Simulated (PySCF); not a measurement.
A calculated (BP86, PySCF 2.14, pcseg-2, the non-relativistic Hamiltonian (point nucleus)) atom or ion has these occupied shells.

```csv
shell,electrons,orbital energy (eV),"rms radius, mean of both spins (bohr)"
1s α,1,-10805.8,0.0554
1s β,1,-10805.7,0.0554
2s α,1,-1337.2,0.232
2s β,1,-1337.2,0.232
2p α,3,-1190.4,0.205
2p β,3,-1190.4,0.205
3s α,1,-162.84,0.682
3s β,1,-162.77,0.682
3p α,3,-114.30,0.707
3p β,3,-114.22,0.707
3d α,5,-30.148,0.830
3d β,5,-30.005,0.830
4s α,1,-11.942,2.31
4s β,1,-10.669,2.31
4p α,2,-4.484,3.10
```

Q: Name the element and its charge.

A: Ge (germanium, neutral), in [Ar] 3d10 4s2 4p2, high-spin 3P determinant.
